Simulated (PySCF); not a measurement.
dichloro(silylmethyl)silane (CH6Cl2Si2), SMILES [SiH](C[SiH3])(Cl)Cl. Heavy atoms are numbered as in [SiH3:1][CH2:2][SiH:3]([Cl:4])[Cl:5]. Hydrogens are named by the atom that carries them.

The structure is a stationary point at r2SCAN-D4/def2-SVP. The values are those of a single conformer.

These are PBE/def2-TZVP (PySCF) values and carry that method's errors.

Atomic charges (e), one atom of each kind:

| atom | Mulliken | IAO |
|---|---|---|
| Si1 (SiH3) | 0.12 | 0.57 |
| C2 (CH2) | -0.38 | -0.85 |
| Si3 (SiH) | 0.44 | 0.94 |
| Cl4 | -0.21 | -0.30 |
| H on Si1 | -0.02 | -0.10 |
| H on C2 | 0.14 | 0.18 |
| H on Si3 | -0.01 | -0.11 |

Computed Mayer and Wiberg (Löwdin basis) orders of the bonds:
| bond | Mayer | Wiberg |
|---|---|---|
| Si1–C2 | 0.98 | 1.20 |
| C2–Si3 | 1.02 | 1.23 |
| Si3–Cl4 | 1.18 | 1.83 |
| Si3–Cl5 | 1.18 | 1.83 |
